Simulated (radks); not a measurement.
Q: The mean radii <r> (bohr) of the occupied orbitals of an atom or ion are listed with their occupations. Method: scalar-relativistic Kohn-Sham, PBE, spin-polarised, spherical densities, finite nucleus; Fermi nuclear charge, rms radius of each element as measured or else 0.836 A^(1/3) + 0.57 fm; computed with a radial shooting solver on a logarithmic mesh with Libxc functionals.

| orbital | occ. | <r> |
|---|---|---|
| 1s up | 1 | 0.02363 |
| 1s down | 1 | 0.02363 |
| 2s up | 1 | 0.1010 |
| 2s down | 1 | 0.1010 |
| 2p up | 3 | 0.08880 |
| 2p down | 3 | 0.08880 |
| 3s up | 1 | 0.2664 |
| 3s down | 1 | 0.2663 |
| 3p up | 3 | 0.2646 |
| 3p down | 3 | 0.2644 |
| 3d up | 5 | 0.2418 |
| 3d down | 5 | 0.2417 |
| 4s up | 1 | 0.6064 |
| 4s down | 1 | 0.6063 |
| 4p up | 3 | 0.6417 |
| 4p down | 3 | 0.6415 |
| 4d up | 5 | 0.7032 |
| 4d down | 5 | 0.7033 |
| 5s up | 1 | 1.445 |
| 5s down | 1 | 1.452 |
| 5p up | 3 | 1.678 |
| 5p down | 3 | 1.685 |
| 4f up | 3 | 0.9908 |
| 6s up | 1 | 3.802 |
| 5d up | 1 | 2.624 |

Name the element and its charge. Open shells, if any, are filled with parallel spins first.

A: Z = 60, neodymium, charge +1: Nd+ in [Xe] 4f3 5d1 6s1. The 1s radius gives Z: for a bare nucleus <r> = (2 gamma + 1)/(2Z) with gamma = sqrt(1 - (Z/c)^2), 0.02332 bohr for Z = 60, and screening makes it slightly larger (0.02363 here). The occupations add up to 59, and the charge is Z minus that.
